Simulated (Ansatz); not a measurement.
Geometry optimisation, Ansatz 0.2.0, RKS PBE/def2-mTZVP.

Input:

```yaml
crystal:
  periodic: [false, false, false]
  atoms:
    - { symbol: Zn, position_ang: [0.0, 0.0, 0.0] }
    - { symbol: Cl, position_ang: [0.0, 0.0, 2.24] }
    - { symbol: O, position_ang: [0.0, 0.0, -1.79] }
    - { symbol: H, position_ang: [0.2547, -0.9174, -2.1271] }
basis:
  gaussian: { orbitals: def2-mTZVP }
hamiltonian:
  xc: pbe
relax:
  f_tol: 0.02
  max_steps: 40
```

Run as:

```bash
$ ansatz run input.yaml --threads 1 --pin off --max-ram 2048MiB --backend cpu --events-out ev --progress --plain --runs-dir out
```

**Question.** Where does it end, and by what steps?

**Answer.** It converged. After 5 steps the energy has fallen by 0.145 eV; Cl2 moved furthest, 0.10 Å.

| step | energy less start (eV) | largest force component (eV/Å) | accepted |
| --- | --- | --- | --- |
| 0 | 0.0000 | 1.524 | yes |
| 1 | -0.1287 | 0.569 | yes |
| 2 | -0.1438 | 0.199 | yes |
| 3 | -0.1443 | 0.138 | yes |
| 4 | -0.1447 | 0.082 | yes |
| 5 | -0.1455 | 0.014 | yes |

```xyz
4
Properties=species:S:1:pos:R:3
Zn 0.017 -0.062 0.044
Cl -0.008 0.030 2.146
O 0.003 -0.011 -1.741
H 0.243 -0.875 -2.125
```

Whether the end is a true minimum wasn't checked by a vibrational analysis.

Run time: 14 s on 1 thread of Arm Neoverse V2, on a shared host, peak memory 0.14 GiB.
